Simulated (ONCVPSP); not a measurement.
## u(r) = r·R(r): atom against pseudo-atom (boron)

Columns: radius, all-electron u(r) and pseudo u(r) of the 2s shell (level -9.57 eV) of boron in the configuration [He] 2s1.75 2p1.25; PBE, scalar-relativistic, ONCV scheme, ONCVPSP 4.0.1.

```tsv
r (bohr)	all-electron	pseudo
0.160	-0.3067	0.0483
0.320	-0.1940	0.1157
0.480	0.0281	0.2115
0.640	0.2481	0.3306
0.800	0.4292	0.4567
0.960	0.5650	0.5705
1.120	0.6574	0.6574
1.280	0.7117	0.7116
1.440	0.7350	0.7350
1.600	0.7346	0.7346
1.760	0.7169	0.7169
1.920	0.6869	0.6869
2.080	0.6491	0.6491
2.240	0.6065	0.6065
2.400	0.5617	0.5617
2.560	0.5164	0.5164
2.720	0.4720	0.4720
2.880	0.4292	0.4292
3.040	0.3887	0.3887
3.200	0.3507	0.3507
3.360	0.3156	0.3156
3.520	0.2832	0.2832
3.680	0.2537	0.2537
3.840	0.2268	0.2268
4.000	0.2024	0.2024
4.160	0.1804	0.1804
```

Problem. How many radial nodes do the two functions have?

Solution. The all-electron 2s function has n − l − 1 = 1; the pseudo-wave has 0, since the states of the same l below it are removed with the core.

Problem. At about which radius was the pseudo-wave matched?

Solution. 1.40 bohr. The columns agree to 0.0005 from 1.12 bohr on; several derivatives are matched, so the curves merge somewhat inside the radius.

Problem. Where does each function peak?

Solution. Outermost all-electron maximum near 1.44 bohr, pseudo maximum near 1.44 bohr (to the table’s step).

Problem. Is the pseudo-wave norm-conserving?

Solution. Yes: the ONCV scheme keeps the norm inside the radius equal to the all-electron one, which fixes the energy derivative of the logarithmic derivative at the level.
